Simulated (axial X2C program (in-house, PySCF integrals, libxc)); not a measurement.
# RbH: computed against measured constants

Calculated with an in-house relativistic program for diatomic molecules. Spin-free means the one-electron spin-free X2C Hamiltonian; two-component (2c) means X2C with spin–orbit coupling and atomic mean-field two-electron Coulomb and Gaunt terms, so the difference of the two also holds small scalar two-electron terms. Basis: Rb dyall-cv3z [12s13p8d4f1g], H dyall-v3z [6s2p1d] (cores contracted in-house); Gaussian nuclei, density fitting, unrestricted open shells. Masses: Rb 84.912 u, H 1.008 u.

```
Hamiltonian    level  Re (Å)  ωe (cm⁻¹)  ωexe (cm⁻¹)  De (eV)
  spin-free     PBE0   2.356      938.5         13.5     1.68
  spin-free       HF   2.442      913.3           12    0.836
  spin-free      MP2   2.352      968.3         13.1     1.49
  spin-free     CCSD   2.377      938.6         13.7     1.71
  spin-free  CCSD(T)   2.371      941.4         13.8     1.72
  spin-free      PBE   2.358      912.2         14.3     1.74
  spin-free     TPSS   2.354      936.5         14.4     2.01
  spin-free  r2SCAN0   2.368      938.1         12.8     1.73
         2c     PBE0   2.356      938.7         13.5     1.68
         2c       HF   2.442      913.4           12    0.836
         2c      MP2   2.352      968.5         13.1     1.49
         2c     CCSD   2.377      938.8         13.8     1.71
         2c  CCSD(T)   2.371      941.6         13.8     1.72
         2c      PBE   2.358      912.5         14.3     1.74
         2c     TPSS   2.353      936.7         14.4     2.01
         2c  r2SCAN0   2.368      938.3         12.8     1.73
```

De refers to Rb + H.

Correlated methods: 10 electrons correlated (number of frozen shells: Rb 3 s, 2 p, 1 d; H none), 194 virtual spin orbitals or spinors in MP2, 106 natural virtuals in coupled cluster.

Measured (Huber and Herzberg, Constants of Diatomic Molecules, 1979; state 1Σ+): Re (Å) 2.367, ωe (cm⁻¹) 936.94, ωexe (cm⁻¹) 14.21.

Work out the error of each level, computed minus measured.



```tsv
Hamiltonian	level	Re (Å)	ωe (cm⁻¹)	ωexe (cm⁻¹)
spin-free	PBE0	-0.011	1.6	-0.71
spin-free	HF	0.075	-23.6	-2.21
spin-free	MP2	-0.015	31.4	-1.11
spin-free	CCSD	0.010	1.7	-0.51
spin-free	CCSD(T)	0.004	4.5	-0.41
spin-free	PBE	-0.009	-24.7	0.09
spin-free	TPSS	-0.013	-0.4	0.19
spin-free	r2SCAN0	0.001	1.2	-1.41
2c	PBE0	-0.011	1.8	-0.71
2c	HF	0.075	-23.5	-2.21
2c	MP2	-0.015	31.6	-1.11
2c	CCSD	0.010	1.9	-0.41
2c	CCSD(T)	0.004	4.7	-0.41
2c	PBE	-0.009	-24.4	0.09
2c	TPSS	-0.014	-0.2	0.19
2c	r2SCAN0	0.001	1.4	-1.41
```

Occupations by symmetry block were frozen at the best pattern of an incomplete PBE0 search. The closed shell is kept restricted, so the energy runs too high when the bond is stretched far. Dissociation energies refer to the lowest single-determinant-based atoms at the same level and basis. Coupled cluster ran in a truncated set of natural virtual spinors; the MP2 energy of the rest was added. (T) has no such correction and the atoms are truncated less, which lowers De at CCSD(T) by a hundredth of an eV or more.
